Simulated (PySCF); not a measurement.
## Correlation energy of Cu⁺ (copper, charge +1)

[Ar] 3d9 4p1, one real determinant (an excited configuration). Computed with PySCF 2.14 in aug-cc-pwCVDZ-PP with ECP10MDF (6s6p5d3f, 70 functions), with scalar relativity through the core potential. Frozen: 3s2 3p6; 10 electrons correlated.

MP2 pair energies summed by pair of shells (mhartree):

```tsv
pair	energy	share (%)
3d-3d	-349.27	95.9
3d-4p	-15.08	4.1
```

Total MP2 correlation energy: -364.36 mhartree.

Same-spin part -134.79 and opposite-spin part -229.57 mhartree; SCS-MP2 scales them by 1/3 and 6/5 to -320.41 mhartree.

The reference is one real determinant that mixes LS terms of this configuration.
